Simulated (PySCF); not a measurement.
# Correlation energy of I (iodine, neutral)

[Kr] 4d10 5s2 5p4 5d1, one real determinant (an excited configuration). Calculation: PySCF 2.14, in aug-cc-pVDZ-PP with ECP28MDF (5s4p3d, 32 functions); a scalar-relativistic core potential. Frozen: 4s2 4p6 4d10; 7 electrons correlated.

```
  level  correlation energy (mhartree)
   CCSD                         -77.64
    (T)                          -3.33
CCSD(T)                         -80.97
  CCSDT                         -85.84
```

Diagnostics: T1 = 0.0069, D1 = 0.0204, largest double amplitude 0.180.

The real determinant used has ⟨L²⟩ near 8 against 12 for a pure F term, so it mixes terms. The outer electron is Rydberg-like, and this basis confines it to a smaller radius and binds it less than a complete one would. A double-excitation amplitude exceeds 0.15, a sign of near-degeneracy.

Cost of the coupled-cluster step: roughly 0.3 core-seconds, for 7 correlated electrons.

Iterations:

```
CC2 = 0
CCSD nocc = (np.int64(5), np.int64(2)), nmo = (23, 23)
frozen orbitals [[0, 1, 2, 3, 4, 5, 6, 7, 8], [0, 1, 2, 3, 4, 5, 6, 7, 8]]
max_cycle = 100
direct = 0
conv_tol = 1e-08
conv_tol_normt = 1e-06
diis_space = 8
diis_start_cycle = 0
Init t2, MP2 energy = -0.0594867842875554
Init E_corr(UCCSD) = -0.0594867842878085
cycle = 1  E_corr(UCCSD) = -0.0706230428973629  dE = -0.0111362586  norm(t1,t2) = 0.0462672
cycle = 2  E_corr(UCCSD) = -0.0734201178735861  dE = -0.00279707498  norm(t1,t2) = 0.0256222
cycle = 3  E_corr(UCCSD) = -0.0756578262482684  dE = -0.00223770837  norm(t1,t2) = 0.020548
cycle = 4  E_corr(UCCSD) = -0.0770605178022639  dE = -0.00140269155  norm(t1,t2) = 0.0154781
cycle = 5  E_corr(UCCSD) = -0.0776413070169437  dE = -0.000580789215  norm(t1,t2) = 0.00451252
cycle = 6  E_corr(UCCSD) = -0.0776262021066697  dE = 1.51049103e-05  norm(t1,t2) = 0.00089798
cycle = 7  E_corr(UCCSD) = -0.0776474985211164  dE = -2.12964144e-05  norm(t1,t2) = 0.000272186
cycle = 8  E_corr(UCCSD) = -0.0776445471121036  dE = 2.95140901e-06  norm(t1,t2) = 8.15364e-05
cycle = 9  E_corr(UCCSD) = -0.0776435520110663  dE = 9.95101037e-07  norm(t1,t2) = 2.07097e-05
cycle = 10  E_corr(UCCSD) = -0.077644086380745  dE = -5.34369679e-07  norm(t1,t2) = 4.72401e-06
cycle = 11  E_corr(UCCSD) = -0.0776440932988655  dE = -6.91812049e-09  norm(t1,t2) = 1.2836e-06
cycle = 12  E_corr(UCCSD) = -0.0776440711905373  dE = 2.21083283e-08  norm(t1,t2) = 4.27335e-07
cycle = 13  E_corr(UCCSD) = -0.0776440672127176  dE = 3.97781963e-09  norm(t1,t2) = 1.38273e-07
UCCSD converged
E(UCCSD) = -294.4034372032484  E_corr = -0.07764406721271763
UCCSD(T) correction = -0.00333291347428991
```

The reference is one real determinant that mixes LS terms of this configuration.
